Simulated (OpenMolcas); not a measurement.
O+: thermal populations, Slater's ratio, worked from levels

```yaml
Program: OpenMolcas 26.06
Basis: ANO-RCC-VTZP [4s3p2d1f]
Scalar_Hamiltonian: DKH2, point nucleus
Active_space: 3 electrons in 3 orbitals (2p)
State_averaging: 2S+1 = 4 odd, 1 root; 2S+1 = 2 odd, 8 roots
Spin-orbit_coupling: RASSI with atomic mean-field integrals over the reference wave functions, term energies averaged over their components
```

Methods: CASSCF; SS-CASPT2, IPEA 0.25 Eh, imaginary shift 0.1 Eh (closed shells correlated: 1s 2s). Measured levels: NIST Handbook of Basic Atomic Spectroscopic Data.

**Thermal populations.** Z = Σ (2J + 1) exp(-E/kT) with k = 0.695035 cm-1/K, over the levels below. No other level of either list lies under 90000 cm-1, which is above 7 kT at each temperature.

| Level | 2J + 1 | SS-CASPT2 | measured |
| --- | --- | --- | --- |
| 2s² 2p³ ⁴S°_3/2 | 4 | 0.0 | 0.0 |
| 2s² 2p³ ²D°_3/2 | 4 | 27540 | 26831 |
| 2s² 2p³ ²D°_5/2 | 6 | 27540 | 26811 |
| 2s² 2p³ ²P°_1/2 | 2 | 43630 | 40470 |
| 2s² 2p³ ²P°_3/2 | 4 | 43630 | 40468 |

| T (K) | Z, SS-CASPT2 | Z, measured levels | Ground level (%), SS-CASPT2 | Ground level (%), measured levels |
| --- | --- | --- | --- | --- |
| 12000 | 4.400 | 4.448 | 90.9 | 89.9 |

At 12000 K, kT = 8340 cm-1, and the computed levels give Z = 4.000 + 0.147 + 0.221 + 0.011 + 0.021 = 4.400.

**Slater's ratio.** With one set of orbitals, p3 has ²D° - ⁴S° = 9 F2 and ²P° - ²D° = 6 F2 (F2 = F²/25), a ratio of 2/3. Term energies are centres of gravity, weighted by 2J + 1.

| Source | ²D° - ⁴S° | ²P° - ⁴S° | F2 from the first | Ratio |
| --- | --- | --- | --- | --- |
| CASSCF | 30473 | 50504 | 3386 | 0.657 |
| SS-CASPT2 | 27539 | 43632 | 3060 | 0.584 |
| measured | 26819 | 40469 | 2980 | 0.509 |

Energies in cm-1. A ratio away from 2/3 shows effects beyond one configuration with one set of orbitals, and in heavier atoms second-order spin-orbit shifts.

Term energies are means over components that CASPT2 splits; among the terms shown or strongly mixed into the levels shown the widest spread is 150 cm-1 (2s² 2p³ ²D°, SS-CASPT2). With the s shell closed, the reference lacks s² → p² mixing. Without dynamic correlation excited terms often stand tens of per cent too high (terms of higher spin than the ground term too low), and those without a measured partner can miss by more than the paired ones (holds for CASSCF). Computed and measured levels are paired by configuration, term and J; levels that our copy of the source lacks, or whose pairing is in doubt (as where it misses far off the trend of its configuration), stay unpaired and out of the deviations. Levels of configurations outside the active space are missing.

° marks odd parity.
